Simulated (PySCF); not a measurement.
System: methoxy(dimethyl)borane, C3H9BO (charge 0, singlet). 
Coordinates optimised at B3LYP-D3(BJ)/def2-TZVP (Ansatz):
SMILES: COB(C)C
```xyz
14

C      1.7105    -0.9616    -0.0297
O      0.9222     0.1514     0.3700
B     -0.3942     0.2818     0.0415
C     -1.1348    -0.8163    -0.8191
C     -1.1212     1.5735     0.5636
H      1.3128    -1.8943     0.3768
H      1.7565    -1.0442    -1.1180
H      2.7167    -0.8077     0.3567
H     -2.1815    -0.5736    -1.0038
H     -1.1018    -1.7949    -0.3275
H     -0.6486    -0.9554    -1.7909
H     -1.9841     1.3027     1.1819
H     -1.5321     2.1455    -0.2755
H     -0.4715     2.2292     1.1442
```
Charge 0, spin multiplicity 1.

Dispersion corrections to the total energy (kcal/mol) from the dftd3 and dftd4 libraries through PySCF: D3(BJ) without and D4 with the three-body term, each with the damping fitted for the functional named.

| functional | D3(BJ) | D4 |
|---|---|---|
| BP86 | -8.42 | -7.00 |
| HSE06 | -3.52 | -4.16 |
| B3LYP | -9.39 | ___ |
| BLYP | -11.55 | -11.95 |
| r2SCAN | ___ | -1.42 |
| PBE0 | -4.79 | -4.52 |
| LC-wPBE | -5.09 | ___ |

Task: Some entries are withheld; supply them.

Result: 
- B3LYP, D4: -8.51
- r2SCAN, D3(BJ): -1.63
- LC-wPBE, D4: -5.90
